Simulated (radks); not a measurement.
Species: the platinum ion Pt+. Configuration: [Xe] 4f14 5d8 6p1 (not the ground configuration). Method: scalar-relativistic Kohn-Sham, SOGGA, spin-unpolarised, spherical densities, finite nucleus; Fermi nuclear charge, rms radius 5.427 fm; computed with a radial shooting solver on a logarithmic mesh with Libxc functionals.

Normalised radial functions P(r) = r R(r), r in bohr:

```
   r/bohr * 4p, o 4d, + 6p (the largest magnitude, 1.73, reaches the edge; | marks zero, & curves that meet)
 0.002216                             &
   0.0026                             &
 0.003027                             &*
 0.003552                             &*
 0.004135                             &*
 0.004852                             &*
 0.005649                             &*
 0.006576                             & *
 0.007717                             & *
 0.008984                             &  *
  0.01054                             &   *
  0.01227                             o+   *
   0.0144                             o+    *
  0.01677                             |&     *
  0.01952                             |&      *
  0.02291                             |&       *
  0.02667                             |+o       *
   0.0313                             |+ o       *
  0.03643                             |+  o      *
  0.04275                             |+   o     *
  0.04977                             |+     o *
  0.05794                             |+     * o
    0.068                             +  *       o
  0.07916                           * +            o
   0.0929                      *     +|             o
   0.1081                 *          +|              o
   0.1269              *            + |             o
   0.1477             *             + |           o
    0.172                *           +|      o
   0.2018                       *     &
    0.235                      o      |+ *
   0.2757              o              | +           *
    0.321        o                    | +                   *
   0.3767    o                        | +                        *
   0.4386    o                        | +                        *
   0.5105      o                      +                       *
   0.5991          o                + |                 *
   0.6975               o          +  |           *
   0.8185                    o    +   |      *
   0.9529                        o+   |  *
    1.118                          +o |*
    1.302                            o&
    1.515                             & +
    1.778                             &    +
     2.07                             &      +
     2.43                             &        +
    2.828                             &        +
    3.319                             &        +
    3.864                             &       +
    4.498                             &      +
    5.279                             &    +
    6.146                             &  +
    7.212                             & +
    8.396                             &+
    9.853                             &
    11.47                             &
```

4p: eigenvalue -532.59 eV, 2 radial nodes at r = 0.0748, 0.223 bohr, <r> = 0.442 bohr, 90 % of the charge inside 0.641 bohr. 4d: eigenvalue -319.72 eV, 1 radial node at r = 0.204 bohr, <r> = 0.468 bohr, 90 % of the charge inside 0.699 bohr. 6p: eigenvalue -8.034 eV, 4 radial nodes at r = 0.0738, 0.213, 0.513, 1.34 bohr, <r> = 3.49 bohr, 90 % of the charge inside 5.19 bohr.
